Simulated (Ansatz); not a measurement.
The cluster GeO2, relaxed as a singlet with RKS PBE0-D4/def2-TZVP in Ansatz, starting from the GFN1-xTB geometry. Force threshold 0.02 eV/Å.

The structure comes from a short search, and lower isomers may exist.

Start:

```xyz
3

Ge    0.000   -0.001   -0.001
O    -0.567    0.906   -1.175
O     0.567   -0.905    1.176
```

| step | energy (eV) | largest force component (eV/Å) | SCF passes |
| --- | --- | --- | --- |
| 1 | -60601.1079 | 1.141 | 16 |
| 2 | -60601.1341 | 0.437 | 23 |
| 3 | -60601.1389 | 0.019 | 23 |

Force components are those of the run's own axes.

End:

```tsv
atom	x (Å)	y (Å)	z (Å)
Ge1	0.000	-0.001	0.000
O2	-0.575	0.920	-1.193
O3	0.576	-0.919	1.194
```

By distances, no bond broke or formed. The bond that changes most is Ge1–O2, from 1.59 to 1.61 Å (atoms count from 1).

No frequencies were taken in this run, so the end may be a saddle point.

It took 1.5 s on 4 threads of Arm Neoverse V2 on a shared host.
